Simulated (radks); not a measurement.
Values are calculated unless marked as measured or tabulated.
Species: Pm12+. Configuration: [Kr] 4d10 5s2 6f1 (not the ground configuration).

Level of theory: scalar-relativistic Kohn-Sham, PBE, spin-polarised, spherical densities, point nucleus; open shells are filled with parallel spins first (spin-orbit coupling, left out, can overturn this in heavy ions) (a radial shooting solver on a logarithmic mesh with Libxc functionals).

Energy parts (hartree):
total: -9975.2438
kinetic: 10644.2233
electron-nucleus: -23810.2272
Hartree: 3410.3134
exchange-correlation: -219.5533

Orbitals (lengths in bohr, moments of r in powers of bohr):
orbital  occ.  eigenvalue (hartree)      <r^2>      <r>
1s down     1             -1663.758  0.0007316  0.02318
1s up       1             -1663.758  0.0007316  0.02318
2s up       1             -278.1962    0.01156  0.09897
2s down     1             -278.1962    0.01156  0.09897
2p up       3             -249.3942   0.009265  0.08712
2p down     3             -249.3942   0.009265  0.08712
3s up       1             -67.95422    0.07745   0.2604
3s down     1             -67.95134    0.07745   0.2604
3p up       3             -58.91127    0.07750   0.2586
3p down     3             -58.90844    0.07749   0.2586
3d up       5             -46.52012    0.06556   0.2361
3d down     5             -46.51794    0.06556   0.2361
4s up       1             -20.50478     0.3803   0.5812
4s down     1             -20.50205     0.3803   0.5812
4p up       3             -17.46387     0.4214   0.6099
4p down     3             -17.46117     0.4214   0.6099
4d up       5             -13.15330     0.4839   0.6490
4d down     5             -13.15014     0.4837   0.6488
5s up       1              -8.54793      1.545    1.179
5s down     1              -8.53712      1.548    1.180
6f up       1              -2.90378      8.941    2.812

The highest occupied level is 6f up at -79.016 eV. Summed over all electrons, <r^2> = 21.52 bohr^2, which gives a Langevin (diamagnetic) susceptibility term of -17 x 10^-6 cm^3/mol.
